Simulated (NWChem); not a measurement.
System: C₄H₅F; SMILES FC(=C)C=C

```xyz
10

C      0.0574    -1.9436     0.0000
C     -0.6566    -0.8118     0.0000
C     -0.0656     0.5185     0.0000
C     -0.7326     1.6769     0.0000
F      1.2716     0.5258     0.0000
H      1.1496    -1.9194     0.0000
H     -0.4315    -2.9200     0.0000
H     -1.7501    -0.8395     0.0000
H     -1.8223     1.6778     0.0000
H     -0.1981     2.6277     0.0000
```
Atoms are numbered in this order, from 1.

All runs: NWChem. The geometry was optimised at PBE0/def2-SVP. GIAO values for the isolated, static molecule; σ is the absolute isotropic shielding, δ = σ(reference) − σ with the isolated reference molecule computed at the same levels (13C: tetramethylsilane, 1H: tetramethylsilane).

Task: What does the run give for PBE/pcSseg-1? Quantities: δ C1 (ppm); δ C2 (ppm); δ C3 (ppm); δ H6 (ppm); δ H8 (ppm); δ H9 (ppm); δ H10 (ppm).

Result: The δ C1 (ppm) is 121.3 and the δ C2 (ppm) is 135.8. The δ C3 (ppm) is 170.5. The δ H6 (ppm) is 5.80. The δ H8 (ppm) is 6.10. The δ H9 (ppm) comes out as 4.47 and the δ H10 (ppm) is 4.80.
